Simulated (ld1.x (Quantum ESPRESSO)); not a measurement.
## Before and after: TM semilocal potential for Ti

| Property | Result |
| --- | --- |
| Element | titanium (Ti) |
| Generator | ld1.x (Quantum ESPRESSO) 7.5 |
| Type | norm-conserving Troullier–Martins (semilocal form) |
| Functional | LDA (PZ) |
| Relativity | scalar-relativistic |
| Frozen core | [Ne] |
| Valence charge | 12 |
| Reference configuration | 3s2 3p6 3d2 4s1 4p1 |
| Partial waves | 3s (bound): rc 1.15 bohr; 3d (bound): rc 1.25 bohr; 3p (bound): rc 1.15 bohr |
| Local potential | the p channel |
| Core correction | none |

Occupied shells without a wave of their own: 4p, 4s. They enter only through the test configuration that unscreens the potential.

Change: wave 3s (bound): rc 1.15 bohr becomes 3s (bound): rc 1.10 bohr.

Cutoffs: the cutoffs (Ry, on a coarse ladder) from which the occupation-weighted sum of valence levels, in a spherical-Bessel basis at the reference potential, stays within 10 and 1 mRy of its value at 400 Ry; they do not see the model core or the augmentation charge, which bear on the density cutoff. Errors are all-electron minus pseudo energies relative to the spin-unpolarised reference configuration.

Predict the effect on cutoff, ghosts and configuration errors.

The potential gets neither clearly harder nor softer (110 Ry and 180 Ry → 110 Ry and 200 Ry); of the 9 tests that both files solve, the error grows in 0 and shrinks in 6 by more than 15 % and 0.3 meV (median size 83.4 → 81.9 meV); neither file shows a bound ghost. Less of the atom is replaced, so other configurations are described better. A semilocal file is local in each channel, so a ghost entry of none says nothing of the separable form that plane-wave codes build from it.

| quantity | base | changed |
| --- | --- | --- |
| cutoff, loose | 110 Ry | 110 Ry |
| cutoff, tight | 180 Ry | 200 Ry |
| bound ghosts | none | none |
| largest miss of a reference level, eV | 0.09 | 0.06 |
| error for 3s2 3p6 3d2 4s2 4p0, meV [ΔE -3.14 eV] | +74 | +53 |
| error for 3s2 3p6 3d2 4s1 4p0, meV [ΔE 4.40 eV] | -11 | -11 |
| error for 3s2 3p6 3d2 4s0 4p0, meV [ΔE 18.20 eV] | -158 | -121 |
| error for 3s2 3p6 3d1 4s0 4p0, meV [ΔE 45.39 eV] | -248 | -189 |
| error for 3s2 3p6 3d2 4s1.5 4p0, meV [ΔE -0.12 eV] | +38 | +26 |
| error for 3s2 3p6 3d1 4s2 4p1, meV [ΔE 1.68 eV] | +144 | +109 |
| error for 3s2 3p6 3d3 4s1 4p0, meV [ΔE -2.08 eV] | +0.4 | -0.5 |
| error for 3s2 3p6 3d2 4s1 4p1 (spin-polarised), meV [ΔE -1.61 eV] | +83 | +82 |
| error for 3s2 3p6 3d2 4s2 4p0 (spin-polarised), meV [ΔE -3.81 eV] | +136 | +115 |
| s: phases at 1.35 bohr within 0.05 rad from the reference energy up to (Ry; the scan ends near 5) | 4.0 | 4.7 |
| p: phases at 1.35 bohr within 0.05 rad from the reference energy up to (Ry; the scan ends near 5) | to the end of the scan | to the end of the scan |
| d: phases at 1.35 bohr within 0.05 rad from the reference energy up to (Ry; the scan ends near 5) | to the end of the scan | to the end of the scan |

Base: The 4p, 4s levels have no wave, so the channel is fitted at the deeper level alone: the likely source of the large errors.
